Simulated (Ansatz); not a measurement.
The cluster Cu₅H₄. Total charge 0; doublet. Geometry B3LYP-D4/def2-SVP.

```xyz
9

Cu   -1.552   -0.701    0.149
Cu    0.646   -1.543   -0.346
Cu    1.485    0.709   -0.472
Cu    0.359   -0.038    1.661
Cu   -0.718    1.553    0.022
H     0.749    2.173   -0.375
H     2.061   -0.807   -0.729
H    -0.859   -2.163   -0.132
H    -2.171    0.817    0.222
```

At HF/STO-3G the charge 0 doublet is spin-contaminated (final ⟨S²⟩ up to 7.09, 0.75 for a pure state). No other spin state of charge 0 was run. The structure comes from a short search, and lower isomers may exist.

(1) Estimate the α-spin orbital energies around the gap (eV) in Ansatz with HF/STO-3G, PBE-D4/def2-TZVP, r2SCAN-D4/def2-TZVP, r2SCANh-D4/def2-TZVP, PBE0-D4/def2-TZVP.

Results:

(1) 
```json
{"orbital": "HOMO−9", "HF/STO-3G": "-15.19", "PBE-D4/def2-TZVP": "-6.25", "r2SCAN-D4/def2-TZVP": "-6.32", "r2SCANh-D4/def2-TZVP": "-7.02", "PBE0-D4/def2-TZVP": "-7.98"}
{"orbital": "HOMO−8", "HF/STO-3G": "-14.81", "PBE-D4/def2-TZVP": "-6.05", "r2SCAN-D4/def2-TZVP": "-6.15", "r2SCANh-D4/def2-TZVP": "-6.86", "PBE0-D4/def2-TZVP": "-7.84"}
{"orbital": "HOMO−7", "HF/STO-3G": "-14.70", "PBE-D4/def2-TZVP": "-6.05", "r2SCAN-D4/def2-TZVP": "-6.13", "r2SCANh-D4/def2-TZVP": "-6.79", "PBE0-D4/def2-TZVP": "-7.77"}
{"orbital": "HOMO−6", "HF/STO-3G": "-14.45", "PBE-D4/def2-TZVP": "-6.05", "r2SCAN-D4/def2-TZVP": "-6.13", "r2SCANh-D4/def2-TZVP": "-6.79", "PBE0-D4/def2-TZVP": "-7.77"}
{"orbital": "HOMO−5", "HF/STO-3G": "-14.09", "PBE-D4/def2-TZVP": "-5.78", "r2SCAN-D4/def2-TZVP": "-5.83", "r2SCANh-D4/def2-TZVP": "-6.58", "PBE0-D4/def2-TZVP": "-7.68"}
{"orbital": "HOMO−4", "HF/STO-3G": "-11.84", "PBE-D4/def2-TZVP": "-5.69", "r2SCAN-D4/def2-TZVP": "-5.75", "r2SCANh-D4/def2-TZVP": "-6.53", "PBE0-D4/def2-TZVP": "-7.61"}
{"orbital": "HOMO−3", "HF/STO-3G": "-8.75", "PBE-D4/def2-TZVP": "-5.68", "r2SCAN-D4/def2-TZVP": "-5.74", "r2SCANh-D4/def2-TZVP": "-6.48", "PBE0-D4/def2-TZVP": "-7.55"}
{"orbital": "HOMO−2", "HF/STO-3G": "-7.19", "PBE-D4/def2-TZVP": "-5.49", "r2SCAN-D4/def2-TZVP": "-5.54", "r2SCANh-D4/def2-TZVP": "-6.18", "PBE0-D4/def2-TZVP": "-7.01"}
{"orbital": "HOMO−1", "HF/STO-3G": "-6.48", "PBE-D4/def2-TZVP": "-5.49", "r2SCAN-D4/def2-TZVP": "-5.54", "r2SCANh-D4/def2-TZVP": "-6.18", "PBE0-D4/def2-TZVP": "-7.01"}
{"orbital": "HOMO", "HF/STO-3G": "-6.34", "PBE-D4/def2-TZVP": "-4.37", "r2SCAN-D4/def2-TZVP": "-4.44", "r2SCANh-D4/def2-TZVP": "-4.67", "PBE0-D4/def2-TZVP": "-4.91"}
{"orbital": "LUMO", "HF/STO-3G": "0.63", "PBE-D4/def2-TZVP": "-2.50", "r2SCAN-D4/def2-TZVP": "-2.22", "r2SCANh-D4/def2-TZVP": "-1.94", "PBE0-D4/def2-TZVP": "-1.64"}
{"orbital": "LUMO+1", "HF/STO-3G": "1.77", "PBE-D4/def2-TZVP": "-2.40", "r2SCAN-D4/def2-TZVP": "-2.19", "r2SCANh-D4/def2-TZVP": "-1.80", "PBE0-D4/def2-TZVP": "-1.43"}
{"orbital": "LUMO+2", "HF/STO-3G": "2.79", "PBE-D4/def2-TZVP": "-1.26", "r2SCAN-D4/def2-TZVP": "-1.11", "r2SCANh-D4/def2-TZVP": "-0.82", "PBE0-D4/def2-TZVP": "-0.48"}
{"orbital": "LUMO+3", "HF/STO-3G": "3.18", "PBE-D4/def2-TZVP": "-1.26", "r2SCAN-D4/def2-TZVP": "-1.11", "r2SCANh-D4/def2-TZVP": "-0.82", "PBE0-D4/def2-TZVP": "-0.48"}
{"orbital": "LUMO+4", "HF/STO-3G": "3.91", "PBE-D4/def2-TZVP": "-1.00", "r2SCAN-D4/def2-TZVP": "-0.85", "r2SCANh-D4/def2-TZVP": "-0.56", "PBE0-D4/def2-TZVP": "-0.21"}
{"orbital": "LUMO+5", "HF/STO-3G": "5.18", "PBE-D4/def2-TZVP": "-0.66", "r2SCAN-D4/def2-TZVP": "-0.30", "r2SCANh-D4/def2-TZVP": "0.03", "PBE0-D4/def2-TZVP": "0.24"}
{"orbital": "β HOMO", "HF/STO-3G": "-5.56", "PBE-D4/def2-TZVP": "-5.37", "r2SCAN-D4/def2-TZVP": "-5.39", "r2SCANh-D4/def2-TZVP": "-6.01", "PBE0-D4/def2-TZVP": "-6.82"}
{"orbital": "β LUMO", "HF/STO-3G": "0.95", "PBE-D4/def2-TZVP": "-3.97", "r2SCAN-D4/def2-TZVP": "-3.73", "r2SCANh-D4/def2-TZVP": "-3.41", "PBE0-D4/def2-TZVP": "-3.08"}
```
